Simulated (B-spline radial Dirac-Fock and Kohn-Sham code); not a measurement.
## The M4-N45N45 Auger spectrum of Lu³⁺

System: Lu³⁺, [Xe] 4f14, inside a Watson sphere of charge -3 and radius 3 Å (a model of the Madelung potential; inside it an electron's potential energy is raised by 14.4 eV).

Input file task.json (cfg lists n, l and occupation; rrms is the nuclear radius in fm):

```json
{"items": [{
  "Z": 71,
  "q": 3,
  "cfg": [[1, 0, 2], [2, 0, 2], [2, 1, 6], [3, 0, 2], [3, 1, 6], [3, 2, 10], [4, 0, 2], [4, 1, 6], [4, 2, 10], [4, 3, 14], [5, 0, 2], [5, 1, 6]],
  "A": 175,
  "rrms": 5.37,
  "watson": [-3, 3.0],
  "do": ["binding", "quiet", "double"]
}]}
```

Run with: `python xray_run.py task.json out`

Level of theory: Dirac-Fock energy differences between relaxed states, corrected for Breit and QED terms; a radial atomic solver. The two-hole levels come from diagonalising the Coulomb interaction among the jj configurations; intensities are independent-particle Coulomb rates. Kinetic energies are from the vacuum level. Correlation energy is missing from these numbers.

| kinetic energy (eV) | J | leading jj holes (weight) | leading LS term (weight) | intensity (%) |
| --- | --- | --- | --- | --- |
| 1169.0 | 0 | N4N4 (0.93) | ¹S0 (0.66) | 8.1 |
| 1177.4 | 2 | N4N4 (0.96) | ³F2 (0.48) | 25.5 |
| 1183.8 | 4 | N4N5 (0.97) | ¹G4 (0.92) | 29.1 |
| 1184.5 | 1 | N4N5 (1.00) | ³P1 (1.00) | 8.9 |
| 1186.1 | 2 | N4N5 (0.95) | ³P2 (0.51) | 12.9 |
| 1189.0 | 3 | N4N5 (1.00) | ³F3 (1.00) | 14.5 |
| 1189.6 | 0 | N5N5 (0.93) | ³P0 (0.66) | 0.1 |
| 1195.2 | 2 | N5N5 (0.99) | ¹D2 (0.50) | 0.5 |
| 1198.2 | 4 | N5N5 (0.97) | ³F4 (0.92) | 0.3 |

The strongest line, by its leading LS label ¹G4, lies at 1183.8 eV. The mean weight of the leading component is 0.97 in jj and 0.74 in LS coupling, so jj labels describe these levels better.

Values without a named source are computed, but for edge energies of neutral atoms, which are taken from tables.
